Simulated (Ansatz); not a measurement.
Molecule: ZnO (charge 0, singlet). 
Structure (B3LYP-D3(BJ)/def2-TZVP (Ansatz, an electronic-structure program) minimum search):
```xyz
2

Zn     0.0000     0.0000    -0.3607
O      0.0000     0.0000     1.3525
```

CCSD(T) with Ansatz in growing basis sets, 18 correlated electrons. Valence correlation only, unless marked. Open shells are spin-unrestricted. No spin-orbit coupling. Frozen are the shells of the preceding noble gas and the d and f shells that filled before the atom's block. No relativistic terms. Costs are ratios of core time to the smallest set, on shared machines of one kind, and rough; they hold the program's checks for lower states.

| basis | functions | cost over smallest | E(corr) (Eh) | electronic atomisation energy (kcal/mol) |
|---|---|---|---|---|
| def2-SVPD | 57 | 1× | -0.5330 | 36.0 |
| def2-TZVPPD | 107 | 3× | -0.7485 | 33.3 |
| def2-QZVPPD | 166 | 9× | ? | ? |

### Question
What does the step to def2-QZVPPD buy, and how does its cost grow by formal scaling?

### Answer
Formally CCSD grows as o²v⁴ and (T) as o³v⁴; with o = 9 and v going from 88 to 147 both grow 8-fold in the last step, while integrals and the mean field grow more slowly. That step adds 49.9 mEh of correlation energy and 2.6 kcal/mol to the atomisation energy. Row: E(corr) (Eh) -0.7984, electronic atomisation energy (kcal/mol) 35.9.
